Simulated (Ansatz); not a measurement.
Ansatz (a quantum-chemistry and plane-wave program) job for OPb, SMILES [O]=[Pb] (connectivity only; charge and spin as stated), neutral, multiplicity 1, PBE0-D3(BJ)/def2-TZVP. 

Ansatz 0.2 input:
```yaml
crystal:
  periodic: [false, false, false]
  atoms:
    - {symbol: Pb, position_ang: [0.00000000, 0.00000000, -0.17063374]}
    - {symbol: O, position_ang: [0.00000000, 0.00000000, 1.74899587]}
basis:
  gaussian:
    orbitals: def2-TZVP
hamiltonian:
  xc: pbe0
  dispersion: d3bj
relax: {f_tol: 0.002, max_steps: 200}
```

It prints:

```
WARN ansatz: RAYON_NUM_THREADS=1 ignored (pool sized by the plan → 1); use --threads N
Functional definition: PBE0
integrals: 0.02 GiB planned
581 factors; their error is unknown
mean field: 0.18 GiB planned
mean field evaluation 1: about -7280.0205 eV, gradient 8.0e1 eV
mean field evaluation 2: about -7099.1124 eV, gradient 2.0e2 eV
mean field evaluation 4: about -7291.8975 eV, gradient 2.8e1 eV
mean field evaluation 8: about -7293.3378 eV, gradient 2.3e-1 eV
mean field evaluation 16: about -7293.3872 eV, gradient 4.3e-5 eV
mean field -7293.38716722 eV, -268.0270347600 hartree, gradient 4.2e-5 eV, S^2 0.000000; 0 other end points of the search recorded, 0 dependent functions left out
the calculation of the forces begins
reference -7293.38719344 eV, -268.0270357235 hartree; 15, 15 occupied and 66, 66 virtual orbitals, 581 factors
relax step   1: F+E_penalty+E_count = -7293.40513737 eV  Δ(F+E_penalty+E_count) = +0.000e0 eV  max|allowed force component| = 5.254e-1 eV/Å  Δτ_max = 0.0000 Å  (30 SCF iters, accepted)
these checks for a lower state are left out or cut short: starts, cluster_reference, orbital_swaps, neighbouring_geometries, increment
integrals: 0.02 GiB planned
581 factors; their error is unknown
mean field: 0.18 GiB planned
mean field -7293.39132687 eV, -268.0271876243 hartree, gradient 9.2e-6 eV, S^2 0.000000; 0 other end points of the search recorded, 0 dependent functions left out
the calculation of the forces begins
reference -7293.39135318 eV, -268.0271885912 hartree; 15, 15 occupied and 66, 66 virtual orbitals, 581 factors
relax step   2: F+E_penalty+E_count = -7293.40930184 eV  Δ(F+E_penalty+E_count) = -4.164e-3 eV  max|allowed force component| = 9.111e-2 eV/Å  Δτ_max = 0.0094 Å  (32 SCF iters, accepted)
these checks for a lower state are left out or cut short: starts, cluster_reference, orbital_swaps, neighbouring_geometries, increment
integrals: 0.02 GiB planned
581 factors; their error is unknown
mean field: 0.18 GiB planned
mean field evaluation 32: about -7293.3914 eV, gradient 9.3e-6 eV
mean field -7293.39144884 eV, -268.0271921067 hartree, gradient 9.5e-6 eV, S^2 0.000000; 0 other end points of the search recorded, 0 dependent functions left out
the calculation of the forces begins
reference -7293.39147514 eV, -268.0271930731 hartree; 15, 15 occupied and 66, 66 virtual orbitals, 581 factors
relax step   3: F+E_penalty+E_count = -7293.40942313 eV  Δ(F+E_penalty+E_count) = -1.213e-4 eV  max|allowed force component| = 3.586e-4 eV/Å  Δτ_max = 0.0013 Å  (33 SCF iters, accepted)
integrals: 0.02 GiB planned
581 factors; their error is unknown
mean field: 0.18 GiB planned
mean field -7293.39144884 eV, -268.0271921067 hartree, gradient 1.7e-5 eV, S^2 0.000000; 1 other end points of the search recorded, 0 dependent functions left out
the calculation of the forces begins
reference -7293.39147514 eV, -268.0271930731 hartree; 15, 15 occupied and 66, 66 virtual orbitals, 581 factors
Total energy: -7293.40944943 eV, -268.0278536161 hartree
Atom 0 at    -0.000000    -0.000000    -0.162587 Å, force    -0.000000    -0.000000     0.000359 eV/Å
Atom 1 at     0.000000     0.000000     1.740949 Å, force     0.000000     0.000000    -0.000359 eV/Å
Dipole moment:     0.000000    -0.000000    -0.971133 e Å
```

Self-consistency was reached.
